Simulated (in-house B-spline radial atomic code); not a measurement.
## RPA and G0W0 on TPSS: Tc XVI (Tc15+)

Configuration [Ar] 3d10, mean-field start TPSS. Computed with a B-spline radial code for spherical atoms: all electrons, non-relativistic, point nucleus, each spin shell either full or empty, empty states to l = 9 with an (l + 1/2)⁻⁴ tail; G0W0 by contour deformation at full frequency.

Without relativity these are model numbers: it shifts the levels of so heavy an element strongly and can reorder them.

Command:
```bash
python run_gw.py task.json out
```
Settings (radii: box in bohr, nucleus in fm):
```
Z                        43
electrons                28
configuration            [Ar] 3d10
hamiltonian              nr
method                   tpss,tpss
lmax                     9
spin_polarised           False
box_radius               5
intervals                48
```

Cost of the run: 0.9 s on 1 thread of Arm Neoverse V2, on a shared host.

Energies (hartree):

| term | value |
| --- | --- |
| mean-field total | -4126.48074 |
| Hartree-Fock functional on these orbitals | -4125.32851 |
| direct second order | -2.3007 |
| second-order exchange | 0.66433 |
| SOSEX correction | 0.63592 |

(1) What is the RPA correlation energy, and what remains with SOSEX?

Quasi-particle levels (eV):

```json
{"level": "3d", "occupied": "yes", "mean field": "-581.77", "Σx - vxc": "-30.92", "Σc": "?", "QP weight": "?", "G0W0": "?"}
{"level": "3p", "occupied": "yes", "mean field": "-737.82", "Σx - vxc": "-42.53", "Σc": "6.33", "QP weight": "0.977", "G0W0": "-774.01"}
{"level": "3s", "occupied": "yes", "mean field": "-823.60", "Σx - vxc": "-49.37", "Σc": "7.66", "QP weight": "0.971", "G0W0": "-865.31"}
{"level": "4s", "occupied": "no", "mean field": "-344.25", "Σx - vxc": "13.70", "Σc": "-1.56", "QP weight": "0.997", "G0W0": "-332.11"}
```

G0W0 = mean field + (Σx - vxc) + Σc, with Σc (partial-wave tail included) taken at the quasi-particle energy. Only the outer levels were computed. Levels of low weight are left out.

(2) Where does G0W0 put 3d?

## Answers

(1) RPA gives -2.1264 hartree (-2.07 eV per electron); RPA + SOSEX gives -1.4905, and the second-order doubles -1.6363 hartree (no singles). RPA lacks exchange-type terms and so overcorrelates at short range.

(2) At -610.32 eV, with Σc = 2.37 eV and a quasi-particle weight of 0.986. The tabulated removal energy is 604 ± 3 eV (NIST, tabulated theory); the calculation leaves out relativity, Breit and QED terms, and what these don't explain is the method's own error.
